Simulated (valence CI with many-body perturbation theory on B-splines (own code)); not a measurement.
# Kr²⁹⁺: electric-dipole lines

Level of theory: valence CI with perturbative core correlation (CI+MBPT): five valence electrons over a frozen Dirac-Fock core [He], radial functions for each j: 11 s, 11 p, 10 d, 8 f, 5 g, 2 h, with the one-electron correlation potential Σ1, the two-electron term Σ2, the three-electron term Σ3, Breit, model QED; selected CI, second order for the rest, scaled by the run's own slope (own B-spline code, finite nucleus).

No measured spectrum was set against this ion. As an estimate, large intervals hold to a few tenths of a per cent, small ones and those within an open d or f shell to about a per cent. Among the levels kept, up to 5300 cm⁻¹ of a level comes from second order outside the variational space, and about a tenth of that is noise between levels of different J, which matters for small intervals.

Lines 1 to 50 of 599 in falling wavelength, among levels below 168.65 Ry, chosen from the strongest by gf and those to the six lowest levels. Wavelengths and rates use the calculated energies. Electric multipoles are in the length gauge with retardation, E1 and E2 with the static RPA response of the core. Weak lines are less certain than strong ones. Lines between different terms over intervals too small for the method are left out, as are lines whose strength nearly cancels. Where a level lies close to another of its J and parity, the split of strength between their lines is uncertain. The highest levels of a list are the least certain.

Levels are named by their leading jj configuration (3d3/2^4 stands for four electrons in 3d with j = 3/2), which in mixed levels can hold well under half, so a name can repeat and another be missing. Letters in brackets count levels of one name in rising energy.

```
λ vac (nm)                               Upper                               Lower   A (s⁻¹)  S (a.u.) with core polarisation  S without
     38.29      (2s 2p1/2 2p3/2^2 3p1/2) J=7/2     (2s 2p1/2 2p3/2^2 3s) J=5/2 [b]  5.42e+08                         1.20e-01   1.20e-01
     34.97      (2s^2 2p1/2 2p3/2 3p1/2) J=5/2     (2s^2 2p1/2 2p3/2 3s) J=3/2 [b]  8.04e+08                         1.02e-01   1.02e-01
     32.36          (2s^2 2p1/2^2 3p1/2) J=1/2             (2s^2 2p1/2^2 3s) J=1/2  2.73e+09                         9.14e-02   9.15e-02
     32.36  (2s 2p1/2 2p3/2^2 3p1/2) J=5/2 [c]     (2s 2p1/2 2p3/2^2 3s) J=5/2 [c]  1.39e+09                         1.40e-01   1.40e-01
     32.17  (2s 2p1/2 2p3/2^2 3p1/2) J=3/2 [a]     (2s 2p1/2 2p3/2^2 3s) J=5/2 [a]  2.13e+09                         1.40e-01   1.40e-01
     31.61      (2s^2 2p1/2 2p3/2 3p1/2) J=5/2         (2s^2 2p1/2 2p3/2 3s) J=5/2  1.66e+09                         1.55e-01   1.55e-01
     31.32  (2s 2p1/2 2p3/2^2 3p3/2) J=7/2 [a]         (2s 2p1/2 2p3/2^2 3s) J=7/2  7.70e+08                         9.34e-02   9.35e-02
     30.82  (2s 2p1/2 2p3/2^2 3p1/2) J=3/2 [b]     (2s 2p1/2 2p3/2^2 3s) J=3/2 [b]  1.68e+09                         9.73e-02   9.73e-02
     29.70  (2s 2p1/2^2 2p3/2 3p1/2) J=3/2 [a]         (2s 2p1/2^2 2p3/2 3s) J=5/2  3.42e+09                         1.77e-01   1.77e-01
     29.66            (2s 2p3/2^3 3p1/2) J=5/2           (2s 2p3/2^3 3s) J=3/2 [a]  2.06e+09                         1.60e-01   1.60e-01
     29.34  (2s^2 2p1/2 2p3/2 3p1/2) J=3/2 [a]     (2s^2 2p1/2 2p3/2 3s) J=3/2 [a]  1.90e+09                         9.45e-02   9.45e-02
     28.99      (2s 2p1/2 2p3/2^2 3p1/2) J=7/2         (2s 2p1/2 2p3/2^2 3s) J=7/2  1.48e+09                         1.42e-01   1.42e-01
     28.62      (2s 2p1/2^2 2p3/2 3p1/2) J=5/2         (2s 2p1/2^2 2p3/2 3s) J=5/2  3.24e+09                         2.25e-01   2.25e-01
     28.44  (2s 2p1/2 2p3/2^2 3d5/2) J=9/2 [b]      (2s 2p1/2 2p3/2^2 3p3/2) J=9/2  1.35e+09                         1.54e-01   1.54e-01
     28.33      (2s 2p1/2^2 2p3/2 3d3/2) J=7/2      (2s 2p1/2^2 2p3/2 3p3/2) J=7/2  1.24e+09                         1.11e-01   1.11e-01
     28.08  (2s 2p1/2^2 2p3/2 3d5/2) J=7/2 [b]  (2s 2p1/2 2p3/2^2 3p1/2) J=5/2 [a]  9.60e+08                         8.39e-02   8.40e-02
     27.94      (2s^2 2p1/2 2p3/2 3d3/2) J=7/2      (2s^2 2p1/2 2p3/2 3p3/2) J=7/2  9.65e+08                         8.31e-02   8.31e-02
     27.94          (2s^2 2p3/2^2 3p1/2) J=3/2             (2s^2 2p3/2^2 3s) J=5/2  2.59e+09                         1.11e-01   1.11e-01
     27.67  (2s 2p1/2 2p3/2^2 3d5/2) J=9/2 [a]      (2s 2p1/2 2p3/2^2 3p1/2) J=7/2  1.07e+09                         1.12e-01   1.12e-01
     27.38  (2s 2p1/2 2p3/2^2 3d5/2) J=7/2 [a]  (2s 2p1/2 2p3/2^2 3p3/2) J=5/2 [a]  1.74e+09                         1.41e-01   1.41e-01
     27.37  (2s 2p1/2^2 2p3/2 3p3/2) J=3/2 [a]     (2s 2p1/2^2 2p3/2 3s) J=3/2 [a]  2.74e+09                         1.11e-01   1.11e-01
     27.35            (2s 2p3/2^3 3p1/2) J=1/2           (2s 2p3/2^3 3s) J=3/2 [b]  3.82e+09                         7.71e-02   7.71e-02
     27.10          (2s^2 2p3/2^2 3p1/2) J=5/2             (2s^2 2p3/2^2 3s) J=3/2  1.92e+09                         1.13e-01   1.13e-01
     26.98      (2s 2p1/2^2 2p3/2 3d5/2) J=9/2      (2s 2p1/2^2 2p3/2 3p3/2) J=7/2  4.42e+09                         4.29e-01   4.29e-01
     26.98  (2s 2p1/2 2p3/2^2 3p3/2) J=5/2 [a]     (2s 2p1/2 2p3/2^2 3s) J=3/2 [a]  3.00e+09                         1.75e-01   1.75e-01
     26.87  (2s 2p1/2 2p3/2^2 3d5/2) J=5/2 [c]  (2s 2p1/2 2p3/2^2 3p3/2) J=3/2 [c]  1.35e+09                         7.77e-02   7.77e-02
     26.78  (2s 2p1/2 2p3/2^2 3d5/2) J=7/2 [a]  (2s 2p1/2 2p3/2^2 3p3/2) J=7/2 [a]  1.22e+09                         9.23e-02   9.23e-02
     26.77        (2s 2p3/2^3 3p1/2) J=3/2 [b]           (2s 2p3/2^3 3s) J=3/2 [b]  3.27e+09                         1.24e-01   1.24e-01
     26.74     (2s 2p1/2 2p3/2^2 3d5/2) J=11/2      (2s 2p1/2 2p3/2^2 3p3/2) J=9/2  4.60e+09                         5.21e-01   5.21e-01
     26.73  (2s 2p1/2 2p3/2^2 3d5/2) J=7/2 [c]  (2s 2p1/2 2p3/2^2 3p3/2) J=5/2 [c]  2.80e+09                         2.11e-01   2.11e-01
     26.68  (2s 2p1/2 2p3/2^2 3p3/2) J=7/2 [b]     (2s 2p1/2 2p3/2^2 3s) J=5/2 [b]  3.05e+09                         2.29e-01   2.29e-01
     26.63            (2s 2p3/2^3 3d5/2) J=9/2            (2s 2p3/2^3 3p3/2) J=7/2  4.52e+09                         4.22e-01   4.22e-01
     26.62  (2s 2p1/2 2p3/2^2 3p1/2) J=3/2 [c]     (2s 2p1/2 2p3/2^2 3s) J=3/2 [d]  2.00e+09                         7.43e-02   7.44e-02
     26.49  (2s 2p1/2 2p3/2^2 3d3/2) J=7/2 [c]  (2s 2p1/2 2p3/2^2 3p3/2) J=7/2 [c]  1.07e+09                         7.82e-02   7.82e-02
     26.44  (2s 2p1/2 2p3/2^2 3d5/2) J=5/2 [a]  (2s 2p1/2 2p3/2^2 3p3/2) J=3/2 [a]  2.61e+09                         1.43e-01   1.43e-01
     26.31  (2s 2p1/2^2 2p3/2 3d5/2) J=5/2 [b]  (2s 2p1/2^2 2p3/2 3p3/2) J=3/2 [b]  2.62e+09                         1.42e-01   1.42e-01
     26.27          (2s^2 2p3/2^2 3p1/2) J=1/2             (2s^2 2p3/2^2 3s) J=1/2  5.04e+09                         9.02e-02   9.03e-02
     26.27  (2s 2p1/2 2p3/2^2 3p1/2) J=5/2 [a]     (2s 2p1/2 2p3/2^2 3s) J=5/2 [a]  1.44e+09                         7.72e-02   7.72e-02
     26.26  (2s 2p1/2 2p3/2^2 3d5/2) J=3/2 [e]  (2s 2p1/2 2p3/2^2 3p3/2) J=1/2 [d]  2.61e+09                         9.35e-02   9.35e-02
     26.21      (2s^2 2p3/2^2 3d5/2) J=5/2 [a]      (2s^2 2p3/2^2 3p3/2) J=3/2 [a]  2.47e+09                         1.31e-01   1.31e-01
     26.20            (2s 2p3/2^3 3d5/2) J=5/2        (2s 2p3/2^3 3p3/2) J=5/2 [a]  2.26e+09                         1.20e-01   1.20e-01
     26.07  (2s 2p1/2 2p3/2^2 3d5/2) J=7/2 [d]  (2s 2p1/2 2p3/2^2 3p3/2) J=5/2 [d]  4.05e+09                         2.83e-01   2.83e-01
     26.06            (2s 2p3/2^3 3d5/2) J=7/2        (2s 2p3/2^3 3p3/2) J=5/2 [a]  3.36e+09                         2.34e-01   2.34e-01
     25.84        (2s 2p3/2^3 3p1/2) J=3/2 [a]               (2s 2p3/2^3 3s) J=5/2  4.63e+09                         1.58e-01   1.58e-01
     25.83  (2s 2p1/2 2p3/2^2 3d5/2) J=9/2 [a]  (2s 2p1/2 2p3/2^2 3p3/2) J=7/2 [a]  3.76e+09                         3.20e-01   3.20e-01
     25.67  (2s 2p1/2 2p3/2^2 3d5/2) J=9/2 [c]  (2s 2p1/2 2p3/2^2 3p3/2) J=7/2 [c]  5.03e+09                         4.20e-01   4.20e-01
     25.61          (2s^2 2p3/2^2 3d5/2) J=7/2          (2s^2 2p3/2^2 3p3/2) J=5/2  3.55e+09                         2.35e-01   2.35e-01
     25.47            (2s 2p3/2^3 3p1/2) J=5/2               (2s 2p3/2^3 3s) J=5/2  1.44e+09                         7.02e-02   7.03e-02
     25.43  (2s 2p1/2 2p3/2^2 3d5/2) J=7/2 [e]  (2s 2p1/2 2p3/2^2 3p3/2) J=5/2 [e]  4.90e+09                         3.18e-01   3.18e-01
     25.33      (2s^2 2p1/2 2p3/2 3d5/2) J=9/2      (2s^2 2p1/2 2p3/2 3p3/2) J=7/2  4.93e+09                         3.96e-01   3.96e-01
```
